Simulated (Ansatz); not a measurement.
Reactions of ClH3O2Sn (`[OH][SnH]([OH])[Cl]`).

Calculated with Ansatz (gas phase, PBE0-D4/def2-TZVP geometries, no zero-point term in ΔE). CCSD(T)/CBS adds triple-zeta CCSD(T) − MP2 to the extrapolated MP2 energy (def2 sets, frozen cores). This one scheme is used for every species. Functionals use def2-TZVPP. No spin–orbit coupling; open shells (•) take unrestricted orbitals. def2 core potentials past Kr. For Sn outer-core shells are correlated without core-valence functions, which leaves a few kJ/mol of doubt a bond. One conformer a species, not always the lowest.

```json
{"reaction": "`[OH][SnH]([OH])[Cl]` + `[SiH3]`• → `[OH][Sn]([OH])[Cl]`• + SiH₄", "r2SCAN-D4 (kJ/mol)": "-91", "ωB97X-V (kJ/mol)": "-86"}
{"reaction": "`[OH][SnH]([OH])[Cl]` + `BC(C)C` → `[BH2][SnH]([OH])[OH]` + `CC(C)Cl`", "r2SCAN-D4 (kJ/mol)": "156", "ωB97X-V (kJ/mol)": "150"}
{"reaction": "`[OH][SnH]([OH])[Cl]` + `CB(C)[SiH2]F` → `[OH][SnH]([Cl])[SiH2]F` + `CB(C)O`", "r2SCAN-D4 (kJ/mol)": "-153", "ωB97X-V (kJ/mol)": "-149"}
{"reaction": "`[OH][SnH]([OH])[Cl]` + `[OH][Al]([F])[SH]` → `[OH][Sn]([OH])([F])[Cl]` + `[OH][AlH][SH]`", "r2SCAN-D4 (kJ/mol)": "135", "ωB97X-V (kJ/mol)": "131"}
{"reaction": "`[OH][SnH]([OH])[Cl]` + `CC[SiH2][SiH2]F` → `[OH][SnH]([Cl])[SiH2]F` + `CC[SiH2]O`", "r2SCAN-D4 (kJ/mol)": "-84", "ωB97X-V (kJ/mol)": "-82"}
{"reaction": "`[OH][SnH]([OH])[Cl]` + `C[O][Sn][O]C` → `C[O][SnH]([OH])[Cl]` + `C[O][Sn][OH]`", "r2SCAN-D4 (kJ/mol)": "-4", "ωB97X-V (kJ/mol)": "-4"}
{"reaction": "`[OH][SnH]([OH])[Cl]` + `FC[SiH3]` → `[OH][SnH2][OH]` + `FC([SiH3])Cl`", "r2SCAN-D4 (kJ/mol)": "153", "ωB97X-V (kJ/mol)": "151"}
```

Q: Give the CCSD(T)/CBS values in the same order. (An estimate is asked.)

A: The calculation gave: -80, 149, -149, 136, -84, -5, 157 kJ/mol.

Largest T1 diagnostic: 0.018, for `[OH][Sn]([OH])[Cl]`•.
